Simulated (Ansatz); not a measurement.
Z-matrix (Å, degrees):
```
Si
C 1 1.917
N 1 1.708 2 108.6
H 1 1.488 2 105.1 3 -124.6
H 1 1.484 2 108.8 3 116.9
F 2 1.367 1 110.6 3 176.6
F 2 1.373 1 109.2 3 58.8
H 2 1.097 1 115.1 3 -61.4
H 3 1.006 1 122.2 2 -68.1
H 3 1.005 1 121.3 2 137.1
```

Total charge 0; spin multiplicity 1.

Problem. List the PBE/def2-TZVPP orbital energies in eV (the Gaussian-basis code of Ansatz). (Best estimate.)

Solution. The calculation gave: Occupied: -1779.85, -660.14, -660.14, -380.31, -272.47, -137.57, -94.32, -94.30, -94.28, -31.08, -29.62, -21.38, -16.96, -13.81, -13.11, -13.07, -12.52, -11.58, -9.99, -9.67, -9.37, -9.22, -8.49, -7.15, -6.18. Lowest empty: -0.68, 0.21, 0.66, 1.15, 1.48, 1.67, 1.83, 2.30.
